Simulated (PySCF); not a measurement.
**Electron correlation in Cl (chlorine, neutral)**

[Ne] 3s2 3p5, 2P determinant. All numbers are calculated (PySCF 2.14, the non-relativistic Hamiltonian (point nucleus), in def2-SVP). Frozen: [Ne]; 7 electrons correlated.

MP2 pair energies summed by pair of shells (mhartree):

```
 pair  energy  share (%)
3p-3p  -71.92       66.0
3s-3p  -29.90       27.4
3s-3s   -7.12        6.5
```

Total MP2 correlation energy: -108.94 mhartree.

Same-spin part -26.98 and opposite-spin part -81.96 mhartree; SCS-MP2 scales them by 1/3 and 6/5 to -107.34 mhartree.

| level | correlation energy (mhartree) |
| --- | --- |
| CCSD | -125.67 |
| (T) | -1.03 |
| CCSD(T) | -126.70 |

Diagnostics: T1 = 0.0054, D1 = 0.0165, largest double amplitude 0.051.

Task: Is a single reference adequate?

Result: Yes: T1 lies below 0.03 and no double amplitude reaches 0.07.
